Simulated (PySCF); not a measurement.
# Diatomic anions of B with the fifth-period p block

r²SCAN with double-zeta basis sets in PySCF, for the lowest determinant that a PBE0 search found; no spin–orbit coupling. De refers to high-spin ground-configuration atoms (the charge goes to the atom of lower measured ionisation energy or higher electron affinity, which is not always the lowest computed limit). A positive dipole points towards B; it is taken about the centre of mass and depends on that origin.

```csv
M,basis,charged atom,state (unpaired electrons),Re (Å),ωe (cm⁻¹),De (eV),μ (D)
In,aug-cc-pVDZ-PP/aug-cc-pVDZ,In−,"quartet (σ ↑, π ↑↑)",2.267,456,2.93,-4.22
Sn,aug-cc-pVDZ-PP/aug-cc-pVDZ,Sn−,"triplet (σ ↑, π ↑)",2.136,589,2.79,-3.73
Sb,aug-cc-pVDZ/aug-cc-pVDZ-PP,Sb−,doublet (σ ↑),2.019,738,n/a,-3.04
Te,aug-cc-pVDZ/aug-cc-pVDZ-PP,Te−,singlet (closed shell),2.084,655,4.27,-4.88
I,aug-cc-pVDZ/aug-cc-pVDZ-PP,I−,doublet (π ↑),2.401,327,1.23,-5.95
```

The shortest bond is that of BSb⁻ (2.019 Å), the longest that of BI⁻ (2.401 Å).

The state changes along the series, so neighbouring rows are not always alike in their bonding.

These are scalar-relativistic numbers at best; spin–orbit coupling would shift them, the dissociation energy most. For an ion De counts to the pair picked by the measured ionisation energies or electron affinities, which need not be the lowest pair at this level. The highest Kohn–Sham level is positive in some of these anions. Much of that is self-interaction error, but it also means that the finite basis helps to hold the extra electron. States were picked by a PBE0 search and need not be the measured ground states.
